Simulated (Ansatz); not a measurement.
H$_{2}$O beside HBr: one fragment in the basis of the whole pair (the partner's atoms are ghosts).

Input (in.yaml):

```yaml
crystal:
  periodic: [false, false, false]
  atoms:
    - {symbol: Br, position_ang: [-0.678266, -0.428047, 2.258668]}
    - {symbol: H, position_ang: [-0.155743, -0.081442, 0.953380]}
basis:
  gaussian:
    orbitals: "def2-TZVPPD.json"
    ghost_atoms:
      - {symbol: O, position_ang: [0.422941, 0.292970, -0.734832]}
      - {symbol: H, position_ang: [-0.258302, 0.718853, -1.262233]}
      - {symbol: H, position_ang: [0.669369, -0.502233, -1.214984]}
hamiltonian: {xc: r2scan, dispersion: d4}
```

The basis file named in the input lies beside it (Basis Set Exchange, JSON).

Command:

```bash
ansatz run in.yaml --threads 2 --pin off --events-out ev --progress --plain --max-ram 5222MiB
```

Output of Ansatz 0.2.0:

```
Functional definition: r2SCAN
  name "r2SCAN"
  cite "Furness, Kaplan, Ning, Perdew & Sun, J. Phys. Chem. Lett. 11, 8208 (2020) doi:10.1021/acs.jpclett.0c02405"
  cite "Furness, Kaplan, Ning, Perdew & Sun, J. Phys. Chem. Lett. 11, 9248 (2020) doi:10.1021/acs.jpclett.0c03077"
  parent r2scan
  parameter k0 = 0.174
  parameter k1 = 0.065
  parameter a1 = 4.9479
  exchange = r2scan_x(k0 = k0, k1 = k1, a1 = a1)
  correlation = r2scan_c
765 factors; their error is unknown
mean field evaluation 1: about -70062.1717 eV, gradient 7.6e0 eV
mean field evaluation 2: about -70062.2456 eV, gradient 4.6e0 eV
mean field evaluation 4: about -70062.3019 eV, gradient 7.9e-2 eV
mean field evaluation 8: about -70062.2949 eV, gradient 2.5e-2 eV
mean field -70062.29492313 eV, -2574.7418484960 hartree, gradient 7.0e-5 eV, S^2 0.000000; 0 other end points of the search recorded, 0 dependent functions left out
reference -70062.29493506 eV, -2574.7418489343 hartree; 18, 18 occupied and 130, 130 virtual orbitals, 765 factors
Total energy: -70062.29639675 eV, -2574.7419026503 hartree
```

Hardware: 2 CPU threads of an Intel Xeon 6975P-C, shared host. Wall time about 1.2 s.
